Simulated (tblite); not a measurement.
Compound: C₅H₁₃NOSi₂.
Atom-mapped SMILES: `[CH3:1][SiH2:2][NH:3][C:4](=[O:5])[C@@H:6]1[CH2:7][CH2:8][SiH2:9]1` (hydrogens: H10, H11, H12 on C1; H13, H14 on Si2; H15 on N3; H16 on C6; H17, H18 on C7; H19, H20 on C8; H21, H22 on Si9)

Computed with GFN2-xTB (tblite), gas phase: L-BFGS steps from a force-field or distance-geometry start until the largest atomic force falls under 0.01 eV/Å.

Step 24: E = -756.4658 eV
```
atom  x, y, z in Å  |  force x, y, z in eV/Å
C1     -3.9033   -0.4181    0.5994   -0.013  -0.010   0.010
Si2    -2.6083    0.3834   -0.5325    0.060  -0.025   0.049
N3     -1.1051    0.1240    0.3311    0.033   0.013   0.022
C4     -0.0058    0.5946   -0.3053    0.024  -0.004   0.006
O5     -0.1452    1.0835   -1.4124    0.020  -0.005   0.010
C6      1.2972    0.4585    0.4117   -0.009   0.019  -0.017
C7      2.5008    0.9819   -0.3957   -0.019  -0.016   0.013
C8      3.1851   -0.3526   -0.7646    0.006  -0.001  -0.004
Si9     2.0449   -1.3182    0.4164   -0.003   0.026  -0.015
H10    -4.8822   -0.3610    0.1384   -0.015   0.001  -0.004
H11    -3.6889   -1.4664    0.7823   -0.009  -0.023  -0.009
H12    -3.9697    0.0749    1.5642    0.003   0.023   0.007
H13    -2.5488   -0.3051   -1.8169   -0.007  -0.035  -0.032
H14    -2.8381    1.8214   -0.6516   -0.004   0.017  -0.009
H15    -0.9920   -0.3069    1.2345   -0.042   0.019   0.008
H16     1.1911    0.9165    1.3961   -0.012   0.000   0.004
H17     2.1735    1.5499   -1.2664    0.008  -0.010   0.020
H18     3.1458    1.6118    0.2154   -0.002   0.001  -0.028
H19     4.2551   -0.3662   -0.5726    0.023  -0.003   0.015
H20     3.0416   -0.6043   -1.8128   -0.007   0.013  -0.026
H21     2.6329   -1.6716    1.7117   -0.013  -0.005   0.018
H22     1.2090   -2.4106   -0.0728   -0.020   0.005  -0.038
```

Step 25: E = -756.4664 eV
```
atom  x, y, z in Å  |  force x, y, z in eV/Å
C1     -3.9046   -0.4182    0.5985   -0.001  -0.008   0.014
Si2    -2.6071    0.3817   -0.5310    0.051  -0.024   0.013
N3     -1.1047    0.1249    0.3335    0.034   0.013   0.013
C4     -0.0061    0.5941   -0.3055    0.031   0.010   0.024
O5     -0.1463    1.0804   -1.4137    0.019  -0.014   0.019
C6      1.2967    0.4603    0.4118    0.013  -0.001  -0.016
C7      2.5012    0.9824   -0.3954   -0.015  -0.014   0.011
C8      3.1861   -0.3521   -0.7647   -0.001   0.004  -0.008
Si9     2.0436   -1.3177    0.4124   -0.026   0.029   0.004
H10    -4.8839   -0.3600    0.1385   -0.009  -0.002  -0.004
H11    -3.6893   -1.4660    0.7821   -0.017  -0.035  -0.012
H12    -3.9686    0.0745    1.5633   -0.006   0.030   0.018
H13    -2.5447   -0.3104   -1.8145   -0.011  -0.023  -0.015
H14    -2.8351    1.8201   -0.6507   -0.007   0.014  -0.013
H15    -0.9920   -0.3040    1.2378   -0.034   0.019   0.010
H16     1.1921    0.9167    1.3976   -0.017  -0.007  -0.017
H17     2.1736    1.5504   -1.2660    0.013  -0.008   0.019
H18     3.1476    1.6111    0.2155   -0.010   0.007  -0.028
H19     4.2559   -0.3668   -0.5712    0.014  -0.001   0.011
H20     3.0422   -0.6037   -1.8127    0.000   0.017  -0.033
H21     2.6264   -1.6695    1.7097   -0.004  -0.015   0.028
H22     1.2066   -2.4090   -0.0778   -0.017   0.007  -0.038
```

Task: Estimate the geometry and energy of step 26. (The exact step hangs on the optimiser's Hessian estimate; all steps are aligned on step 25, rigid shifts and turns removed.)

Result: E = -756.4669 eV, largest force 0.051 eV/Å
```
atom  x, y, z in Å  |  force x, y, z in eV/Å
C1     -3.9059   -0.4184    0.5981    0.013  -0.004   0.013
Si2    -2.6051    0.3796   -0.5293    0.024  -0.015  -0.026
N3     -1.1036    0.1261    0.3360    0.024   0.010   0.009
C4     -0.0058    0.5939   -0.3053    0.032   0.021   0.033
O5     -0.1468    1.0772   -1.4147    0.016  -0.017   0.020
C6      1.2964    0.4620    0.4117    0.033  -0.019  -0.005
C7      2.5013    0.9827   -0.3950    0.000  -0.008   0.003
C8      3.1869   -0.3515   -0.7649   -0.007   0.004  -0.010
Si9     2.0418   -1.3168    0.4088   -0.037   0.015   0.022
H10    -4.8856   -0.3592    0.1385    0.005  -0.003   0.000
H11    -3.6900   -1.4662    0.7816   -0.026  -0.035  -0.011
H12    -3.9676    0.0748    1.5627   -0.014   0.028   0.020
H13    -2.5411   -0.3159   -1.8125   -0.013  -0.009   0.007
H14    -2.8324    1.8189   -0.6500   -0.007  -0.002  -0.016
H15    -0.9926   -0.3008    1.2412   -0.021   0.018   0.016
H16     1.1928    0.9168    1.3987   -0.018  -0.011  -0.029
H17     2.1739    1.5508   -1.2653    0.013  -0.003   0.011
H18     3.1491    1.6106    0.2151   -0.013   0.014  -0.021
H19     4.2569   -0.3673   -0.5697   -0.002   0.001   0.004
H20     3.0428   -0.6029   -1.8131    0.009   0.022  -0.030
H21     2.6201   -1.6677    1.7083   -0.001  -0.021   0.028
H22     1.2041   -2.4072   -0.0833   -0.011   0.014  -0.036
```

The energy changes by -0.0005 eV. The first-order estimate −F·Δx gives -0.0008 eV and the mean of the old and new forces, exact on a quadratic surface, -0.0006 eV. The step makes an angle of 71° with the force vector and moves no atom by more than 0.007 Å.

What follows is the cost of the whole relaxation. Hardware: one thread, Arm Neoverse N1 (aarch64), no GPU, shared host with 64 logical CPUs at a one-minute load of 60. Cost: 3.0 s of wall time.
